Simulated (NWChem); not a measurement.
System meant: C3H4Cl2; SMILES ClC1(Cl)CC1

NWChem input:

```
start job
memory heap 200 mb stack 900 mb global 1100 mb
geometry units angstroms noautoz
  Cl    -1.466803     0.000000     0.756620
  C      0.000000     0.000000    -0.213227
  Cl     1.466803     0.000000     0.756620
  C      0.000000    -0.755423    -1.497560
  C      0.000000     0.755423    -1.497560
  H      0.923540    -1.273552    -1.767540
  H     -0.923540    -1.273552    -1.767540
  H      0.923540     1.273552    -1.767540
  H     -0.923540     1.273552    -1.767540
end
basis spherical
  Cl library def2-svp
  C library def2-svp
  H library def2-svp
end
dft
  xc pbe0
  iterations 4
  mulliken
end
task dft energy
```

End of the output:

```
    Atom       Charge   Shell Charges
 -----------   ------   -------------------------------------------------------
    1 Cl  17    16.92   2.00  1.96  1.04  0.78  5.82  2.26  3.01  0.04
    2 C    6     6.23   1.96  0.64  0.33  1.87  1.26  0.16
    3 Cl  17    16.92   2.00  1.96  1.04  0.78  5.82  2.26  3.01  0.04
    4 C    6     6.05   1.96  0.58  0.30  1.92  1.20  0.09
    5 C    6     6.05   1.96  0.58  0.30  1.92  1.20  0.09
    6 H    1     0.96   0.63  0.26  0.07
    7 H    1     0.96   0.63  0.26  0.07
    8 H    1     0.96   0.63  0.26  0.07
    9 H    1     0.96   0.63  0.26  0.07

 center of mass
 --------------
 x =   0.00000000 y =   0.00000000 z =   0.14536697

 moments of inertia (a.u.)
 ------------------
         452.643921102558           0.000000000000           0.000000000000
           0.000000000000         930.008427301443           0.000000000000
           0.000000000000           0.000000000000         621.881473290076

     Multipole analysis of the density
     ---------------------------------

     L   x y z        total         alpha         beta         nuclear
     -   - - -        -----         -----         ----         -------
     0   0 0 0     -0.000000    -28.000000    -28.000000     56.000000

     1   1 0 0     -0.000000     -0.000000     -0.000000      0.000000
     1   0 1 0      0.000000      0.000000      0.000000      0.000000
     1   0 0 1     -0.806838     -0.403419     -0.403419      0.000000

     2   2 0 0    -31.879265   -152.645474   -152.645474    273.411682
     2   1 1 0     -0.000000     -0.000000     -0.000000      0.000000
     2   1 0 1      0.000000      0.000000      0.000000      0.000000
     2   0 2 0    -31.568120    -39.595391    -39.595391     47.622663
     2   0 1 1     -0.000000     -0.000000     -0.000000      0.000000
     2   0 0 2    -31.192138   -121.191729   -121.191729    211.191320

 ------------------------------------------------------------------------
 dft energy failed                                                                                  0
 ------------------------------------------------------------------------
 ------------------------------------------------------------------------
  current input line :
    24: task dft energy
 ------------------------------------------------------------------------
 ------------------------------------------------------------------------
 This type of error is most commonly associated with calculations not reaching convergence criteria
 ------------------------------------------------------------------------
 For more information see the NWChem manual at https://nwchemgit.github.io

0:dft energy failed:Received an Error in Communication
```

Problem. Find the fault in this run and fix the input.

Solution. The run did not converge; its last values are not results. Cause: the SCF was allowed too few iterations. This input runs:
```
start job
memory heap 200 mb stack 900 mb global 1100 mb
geometry units angstroms noautoz
  Cl    -1.466803     0.000000     0.756620
  C      0.000000     0.000000    -0.213227
  Cl     1.466803     0.000000     0.756620
  C      0.000000    -0.755423    -1.497560
  C      0.000000     0.755423    -1.497560
  H      0.923540    -1.273552    -1.767540
  H     -0.923540    -1.273552    -1.767540
  H      0.923540     1.273552    -1.767540
  H     -0.923540     1.273552    -1.767540
end
basis spherical
  Cl library def2-svp
  C library def2-svp
  H library def2-svp
end
dft
  xc pbe0
  iterations 150
  mulliken
end
task dft energy
```
It converges to -1036.27294 Ha (PBE0/def2-SVP).
